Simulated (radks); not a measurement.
Results of a calculation; reference values are marked as such.
Trend from Li to Ne: ionisation energy by Delta-SCF between NIST ground configurations, and size. Level of theory: Dirac Kohn-Sham, LDA (Slater exchange, Perdew-Wang correlation), spin-unpolarised, spherical densities, finite nucleus; open shells are shared between the two j in proportion to 2j + 1; Fermi nuclear charge, rms radius of each element as measured or else 0.836 A^(1/3) + 0.57 fm (a radial shooting solver on a logarithmic mesh with Libxc functionals).

species  configuration  IE (eV)  NIST (eV)  kind   -e(HOMO) (eV)
Li            [He] 2s1    5.237      5.392  exp.   2.874 (2s1/2)
Be            [He] 2s2    9.513      9.323  exp.   5.600 (2s1/2)
B         [He] 2s2 2p1    8.321      8.298  exp.   3.714 (2p3/2)
C         [He] 2s2 2p2   10.985     11.260  exp.   5.413 (2p3/2)
N         [He] 2s2 2p3   13.731     14.534  exp.   7.232 (2p3/2)
O         [He] 2s2 2p4   16.585     13.618  exp.   9.185 (2p3/2)
F         [He] 2s2 2p5   19.558     17.423  exp.  11.273 (2p3/2)
Ne                [Ne]   22.657     21.565  exp.  13.498 (2p3/2)

Reference values: NIST Atomic Spectra Database (exp. = measured, semi-emp. = semi-empirical, theory = theoretical value adopted there). Spin polarisation and multiplet splitting are left out, so open shells lie too high by an amount that depends on their filling.

Beside tabulated values, note that spin-unpolarised runs miss the spin-polarisation part of the exchange energy of open shells.
